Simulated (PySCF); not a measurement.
# Which is lower?

The two ends of one reaction step of BH$_{4}$O$_{2}$F, singlet (PBE0-D4/def2-TZVP).

A:

B1  (-0.293, -0.560, 0.312)
F2  (0.948, 2.148, -1.232)
O3  (-1.247, -1.160, -0.432)
O4  (-0.543, -0.356, 1.623)
H5  (0.900, 1.302, -0.857)
H6  (0.770, -0.234, -0.178)
H7  (-1.009, -1.272, -1.353)
H8  (0.172, 0.075, 2.092)
(Å)

B:

B1  (-0.706, 0.175, 0.167)
F2  (-0.469, 1.376, -0.389)
O3  (-1.188, -0.842, -0.582)
O4  (-0.471, -0.026, 1.484)
H5  (2.229, -0.084, -0.766)
H6  (2.084, -0.742, -0.444)
H7  (-1.315, -0.598, -1.501)
H8  (-0.130, 0.755, 1.923)
(Å)

Computed with PySCF 2.14 with density fitting (its default auxiliary sets; JK sets also for MP2 and CCSD(T)) (basis: def2-TZVPP); correlated methods freeze the cores. B3LYP uses VWN-RPA correlation.

Problem. Which structure is lower at CCSD(T), and by how much? (An estimate is asked for; the value comes from the calculation.)

Solution. The calculation gives: B, by 27.70 kcal/mol (electronic energy, against the other). By their contacts, A is a complex of BH₃O₂ ([OH][BH][OH]) + HF and B is a complex of BH₂O₂F ([OH][B]([OH])[F]) + H₂.

All methods give the same order:

```json
{"method": "SPW92", "E(B) − E(A) (kcal/mol)": "-25.69"}
{"method": "PBE-D4", "E(B) − E(A) (kcal/mol)": "-25.58"}
{"method": "r2SCAN-D4", "E(B) − E(A) (kcal/mol)": "-29.15"}
{"method": "PBE0-D4", "E(B) − E(A) (kcal/mol)": "-26.53"}
{"method": "B3LYP-D4", "E(B) − E(A) (kcal/mol)": "-27.66"}
{"method": "BHLYP-D4", "E(B) − E(A) (kcal/mol)": "-28.98"}
{"method": "wB97M-V", "E(B) − E(A) (kcal/mol)": "-28.23"}
{"method": "HF", "E(B) − E(A) (kcal/mol)": "-30.82"}
{"method": "MP2", "E(B) − E(A) (kcal/mol)": "-27.71"}
{"method": "CCSD", "E(B) − E(A) (kcal/mol)": "-27.87"}
{"method": "CCSD(T)", "E(B) − E(A) (kcal/mol)": "-27.70"}
```

No T1 diagnostic of these runs exceeds 0.012.

Labels in which every atom is bracketed show which atoms are joined, not bond orders.

For scale, one of the runs: CCSD(T)/def2-TZVPP, 180 basis functions, launched by `OMP_NUM_THREADS=4 python run.py`. Hardware: 4 CPU threads of an Intel Xeon Platinum 8488C, shared host. Wall time 3.2 min; peak host memory 2.1 GiB.
